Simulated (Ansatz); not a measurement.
Saddle point of BNH$_{6}$O$_{3}$, singlet (BNH₄O₂ ([NH2][B]([OH])[OH]) + H₂O → BH₃O₃ ([OH][B]([OH])[OH]) + NH₃ (still joined by a long B–N bond); bonds formed: B1–O6, N2–H5; bonds broken: H5–O6; bonds weakened to dative contacts: B1–N2), PBE0-D4/def2-TZVP structure:

```xyz
11
angstrom
B -0.2470 0.1856 -0.2443
N 1.2974 -0.0334 -0.0414
O -0.7177 -0.5598 -1.3338
O -0.7652 1.4804 -0.0901
H 0.6625 -0.6736 0.9461
O -0.4861 -0.6630 1.1972
H 1.8387 0.7964 0.1536
H 1.7382 -0.5697 -0.7755
H -1.5473 -0.1949 -1.6467
H -0.8576 1.7339 0.8285
H -0.9159 -1.5021 1.0064
```

Energies are electronic, without zero-point energy. Barriers and step energies count from the start structure reached by relaxing down the imaginary mode; all methods use the PBE0-D4 structures, on which another method's saddle can fall below an end. Ansatz 0.2.0; basis: def2-TZVPP, with def2-QZVPP for the basis limit; cores frozen in the correlated methods. B3LYP uses VWN-RPA correlation. Extrapolation: Hartree–Fock as exp(−7.88 √X), correlation as X^−2.97.

```tsv
method	barrier (kcal/mol)	step energy (kcal/mol)
SPW92	16.37	-4.12
PBE-D4	?	-0.98
BLYP-D4	27.40	1.03
r2SCAN-D4	24.50	-2.28
B97M-V	28.65	-1.60
PBE0-D4	24.86	-2.27
B3LYP-D4	28.47	-0.13
r2SCAN0-D4	25.77	-3.02
BHLYP-D4	30.95	-1.40
CAM-B3LYP-D4	27.64	-1.29
wB97X-V	?	-2.83
wB97M-V	26.33	-2.35
B2PLYP	28.32	-0.97
PBE-QIDH	?	-3.53
RPA on PBE	26.09	-3.38
HF	39.29	0.16
MP2	25.64	-3.23
CCSD	28.79	-2.92
CCSD(T)	26.92	-3.16
```

(1) Fill in the withheld barriers. (Judge from chemistry; the value comes from the calculation.)

T1 diagnostic: at most 0.012.

Answers

(1) By the calculation: PBE-D4 23.05; PBE-QIDH 25.70; wB97X-V 26.25 kcal/mol. Each is the energy of the saddle less that of the start structure, by the same method.

For comparison, the barrier by CCSD(T) at an estimated basis limit (MP2 extrapolated from triple and quadruple zeta, plus CCSD(T) − MP2 in triple zeta) is 27.97 kcal/mol.

The step is the kind of ligand exchange by which a precursor binds to a hydroxyl group, or is hydrolysed, in atomic layer deposition of oxides.

Labels in which every atom is bracketed show which atoms are joined, not bond orders.

For scale, one of the runs: CCSD(T)/def2-TZVPP, 239 basis functions, launched by `ansatz run in.yaml --threads 4 --pin off --events-out ev --progress --plain --max-ram 9574MiB`. The run took 3.3 min on 4 CPU threads of an Intel Xeon (shared host), with 5 GiB of host memory at its peak.
